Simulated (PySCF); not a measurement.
# [Eu(N2)]3+ relaxed at several levels

Computed with PySCF 2.14.0, def2-SVP on the ligands, density fitting, scalar-relativistic core potentials, no spin-orbit coupling, vacuum. Each row is relaxed at its own level from the same template. Distances are means of the shortest metal–ligand contacts, charges and spins Mulliken's; removal energies are rigid, with the ligand's formal charge and no counterpoise, so too large; for an anion taken off a cation in vacuum most of it is the attraction of opposite charges, and multiply charged cations can part far more cheaply with an electron moved from ligand to metal. lcecp potentials hold a fixed number of 4f electrons in the core, out of states, spins and gaps.

```tsv
level	basis on the metal	point group	M–N2 (Å)	charge on M (e)	removal of one N2 (eV)	strongest infrared band, degenerate modes summed (cm⁻¹)	unstable modes (below −25 cm⁻¹)
PBE	lcecp-1-SVP with ECP52	C∞v	2.426	2.65	2.70	2292	0
```

Task: What does the calculation give for PBE0, lcecp-1-SVP with ECP52?

Result: point group: C∞v, M–N2 (Å): 2.423, charge on M (e): 2.71, removal of one N2 (eV): 2.50, strongest infrared band, degenerate modes summed (cm⁻¹): 2441, unstable modes (below −25 cm⁻¹): 0.
```xyz
3

Eu    0.0000    0.0000   -0.4369
N     0.0000    0.0000    1.9866
N     0.0000    0.0000    3.0934
```

One start shape was tried for each, so a minimum needn't be the lowest isomer.
